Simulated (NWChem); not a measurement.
Isomers of C3H8Si, each optimised at PBE0/def2-SVP with NWChem, gas phase unless a solvent is named. Flexible species stand in one conformer each, which need not be the lowest.  Relative energies count from the lowest isomer at each level and are electronic, without zero-point energy, on those geometries.

A: C1C[SiH2]C1
B: C=CC[SiH3]
C: C1(CC1)[SiH3]
D: [SiH3]/C=C\C

Which isomer is lowest, and do the levels agree? Levels: PBE0/def2-SVP; PBE/def2-TZVP; B3LYP/def2-TZVP; CAM-B3LYP/def2-TZVP; PBE0/def2-TZVP; LDA (Slater exchange, VWN5)/def2-TZVP.

All put A lowest.
```
quantity                                                             A     B     C     D
-----------------------------------------------------------------  ---  ----  ----  ----
relative energy, PBE0/def2-SVP (kcal/mol)                          0.0   7.7   8.8   7.0
relative energy, PBE/def2-TZVP (kcal/mol)                          0.0   5.8  10.0   5.2
relative energy, B3LYP/def2-TZVP (kcal/mol)                        0.0   1.1   8.8   0.6
relative energy, CAM-B3LYP/def2-TZVP (kcal/mol)                    0.0   3.2   8.9   2.9
relative energy, PBE0/def2-TZVP (kcal/mol)                         0.0   7.6  10.1   7.2
relative energy, LDA (Slater exchange, VWN5)/def2-TZVP (kcal/mol)  0.0  10.6  11.3  10.0
```
